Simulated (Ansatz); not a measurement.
System: C$_{4}$H$_{2}$ClO, net charge 0, doublet state. It need not be the lowest isomer of its formula. SMILES: c1c(Cl)[c]oc1
Geometry: optimised at B3LYP-D3(BJ)/def2-TZVP (Ansatz, a quantum-chemistry and plane-wave program).

Atomisation energy built up term by term with Ansatz (kcal/mol; UHF references for open shells; valence terms freeze the core; atomic spin-orbit terms are left out). CBS(X,Y): correlation extrapolated as X^-3; Hartree-Fock from the larger set.

The UHF reference is spin-contaminated (<S^2> 0.36 over the pure value in the largest basis). 

```
term                                            basis  kcal/mol
-----------------------  ----------------------------  --------
Hartree-Fock                              cc-pV(Q+d)Z    578.04
CCSD correlation         CBS(cc-pV(T+d)Z,cc-pV(Q+d)Z)         …
(T)                      CBS(cc-pV(T+d)Z,cc-pV(Q+d)Z)         …
core correlation                            cc-pwCVTZ      4.89
scalar relativity (X2C)    cc-pVTZ-DK against cc-pVTZ     -1.13
sum: De                                                       …
```

What belongs in the gaps?


- CCSD correlation, kcal/mol: 234.67
- (T), kcal/mol: 25.23
- sum: De, kcal/mol: 841.7
